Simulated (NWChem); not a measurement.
# CH$_{3}$FO$_{2}$Si; SMILES F[SiH]1OCO1

```xyz
8

F     -0.4802     1.7984     0.0000
Si     0.4443     0.4847     0.0000
O     -0.0064    -0.6912    -1.1023
C     -0.3386    -1.5310     0.0000
O     -0.0064    -0.6912     1.1023
H      1.8344     0.9698     0.0000
H      0.2764    -2.4473     0.0000
H     -1.4125    -1.7875     0.0000
```
Atoms are numbered in this order, from 1.

Program: NWChem. Structure relaxed at the PBE0/def2-SVP level. Level: PBE0/def2-SVP with SMD (1 M gas to 1 M solution), gas-phase geometry. Reactions with the solvent are ignored.

Q: Estimate the computed values for solvent toluene. Quantities: solvation free energy (kcal/mol); cavity-dispersion-structure term (kcal/mol); dipole in solution (D).

A: 
```json
{
  "solvation free energy (kcal/mol)": "-2.8",
  "cavity-dispersion-structure term (kcal/mol)": "-0.7",
  "dipole in solution (D)": "1.34"
}
```
